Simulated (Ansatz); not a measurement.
C5H2BF7O3 (`O[B-]1(F)OC(C(F)(F)F)=CC(C(F)(F)F)=[O+]1`) at its PBE0-D4/def2-TZVP geometry, where that method's forces vanish. Total charge 0; spin multiplicity 1.

```xyz
18

O    -1.5635   -2.1174   -0.5022
B    -0.6357   -1.7427    0.4580
F    -0.3588   -2.5967    1.4698
O     0.6959   -1.4138   -0.2533
C     1.0005   -0.2458   -0.6205
C     2.2536   -0.1773   -1.4948
F     2.5081    1.0740   -1.8706
F     3.3020   -0.6348   -0.8194
F     2.0913   -0.9183   -2.5832
C     0.3142    0.8987   -0.2545
C    -0.7100    0.7141    0.6574
C    -1.4514    1.9017    1.2732
F    -1.0159    3.0533    0.7674
F    -2.7521    1.8017    1.0318
F    -1.2617    1.9216    2.5878
O    -1.0961   -0.4081    1.0859
H    -1.9316   -2.9872   -0.3410
H     0.6111    1.8768   -0.5918
```

**Question.** What forces (eV/Å) does PBE-D4/def2-TZVPP give on these atoms in Ansatz 0.2.0? (Best estimate.)

**Answer.** Ansatz gave: 
```
O1  -0.184  0.291 -0.465
B2   0.089  0.160 -0.001
F3   0.129 -0.399  0.472
O4  -0.011 -0.967  0.142
C5   0.323  0.607 -0.327
C6  -0.543  0.028  0.371
F7   0.192  0.949 -0.284
F8   0.804 -0.363  0.525
F9  -0.132 -0.584 -0.840
C10  0.019  0.132 -0.073
C11  0.083  0.744 -0.144
C12  0.350 -0.473 -0.297
F13  0.332  0.873 -0.385
F14 -1.011 -0.089 -0.186
F15  0.145  0.004  1.017
O16 -0.466 -0.713  0.481
H17 -0.180 -0.412  0.068
H18  0.063  0.212 -0.075
```
